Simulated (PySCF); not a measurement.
A structure optimised at PBE-D3(BJ)/def2-SVP, used in a PySCF frequency run:

```xyz
9

C      2.7030    -1.2264     0.0000
C      1.5104    -0.9416     0.0000
C      0.1382    -0.5931     0.0000
Br    -0.2480     1.3087     0.0000
C     -0.8771    -1.4445     0.0000
C     -1.8802    -2.2929     0.0000
H      3.7536    -1.4812     0.0000
H     -2.3201    -2.6652     0.9429
H     -2.3201    -2.6652    -0.9429
```
Charge 0, spin multiplicity 1.

**Question.** Write its SMILES, formula and point group.

**Answer.** C#CC(Br)=C=C, C5H3Br, Cs

**Question.** What are its rotational constants (standard atomic weights)?

**Answer.** 2.5579, 1.8386, 1.0779 GHz
